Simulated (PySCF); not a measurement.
# Reading the logs of faulty runs: AlH4O2Si cation

These are calculations, not measurements. They come from PySCF 2.14.0, an open-source quantum chemistry program, on an isolated molecule that a program drew, which may never have been made. The molecule is AlH4O2Si cation (charge +1, singlet), drawn as the SMILES string `[OH][AlH][O][SiH2+]`.

Each row is a Hartree-Fock (HF) and frozen-core CCSD(T) single point in the cc-pV(D+d)Z basis, meant for a local HF minimum. Run 1 is clean. Each other run has one planted mistake out of seven kinds, and not every kind appears here: one electron removed, one electron added, multiplicity raised by two, geometry at a saddle point, minimal basis STO-3G, one bond length entered in bohr, all coordinates scaled. The reference is restricted for singlets and unrestricted otherwise, and also for a bond in bohr. Adding or removing an electron swaps singlet and doublet. Electrons count all cores. HOMO and LUMO are orbital energies over both spins, the gradient is its largest component, and the lowest frequency (negative if imaginary) is given only where the gradient is small. Bond lengths are over the 7 bonds as drawn. T1 is the CCSD diagnostic: over 0.02 (restricted) or 0.045 (unrestricted) a single reference is doubtful.

Geometry of the clean run:
```xyz
8
AlH4O2Si cation, angstrom
O     1.9095   -0.6810    3.1921
Al    2.0275    0.9112    3.6285
O     1.2017    1.8786    2.3914
Si    0.4292    2.4517    1.1846
H     2.1880   -1.5145    3.5342
H     2.6572    1.6975    4.8008
H     1.1560    2.8276   -0.0210
H    -1.0138    2.6313    1.2746
```

```
run  electrons  basis functions  <S^2>  HOMO (eV)  LUMO (eV)  gradient (hartree/bohr)  lowest frequency (cm^-1)  mean bond (Å)  longest bond (Å)      T1  HF (hartree)  CCSD(T) (hartree)                     mistake
  1         46               94  0.000     -16.92      -4.49                  9.7e-06                        72         1.4822             1.774  0.0169    -682.80324         -683.35467                    no fault
  2         46               94  0.000     -16.94      -4.55                  5.6e-05                       -74         1.4833             1.778  0.0167    -682.80211         -683.35345  geometry at a saddle point
  3         46               32  0.000     -13.41      -0.45                  7.0e-02                         -         1.4822             1.774  0.0290    -674.54353         -674.74411                           ?
  4         47               94  0.769      -5.91       2.14                  8.1e-02                         -         1.4822             1.774  0.0155    -682.99345         -683.55649                           ?
```

**Which mistake was planted in run 3, and what did it cost?**

It has 32 basis functions where the clean run has 94, with the same electrons and geometry. So the mistake is: minimal basis STO-3G. Subtracting run 1 and multiplying by 627.51 kcal/mol a hartree, the energy moved by 5183.0 kcal/mol in HF and 5403.2 kcal/mol in CCSD(T).

**Which mistake was planted in run 4, and what did it cost?**

It counts 47 electrons, one more than the clean run, at the same geometry and basis. So the mistake is: one electron added. Subtracting run 1 and multiplying by 627.51 kcal/mol a hartree, the energy moved by -119.4 kcal/mol in HF and -126.6 kcal/mol in CCSD(T).

Cautions from the logs. Run 3: T1 is over the limit, so its CCSD(T) energy is less reliable.
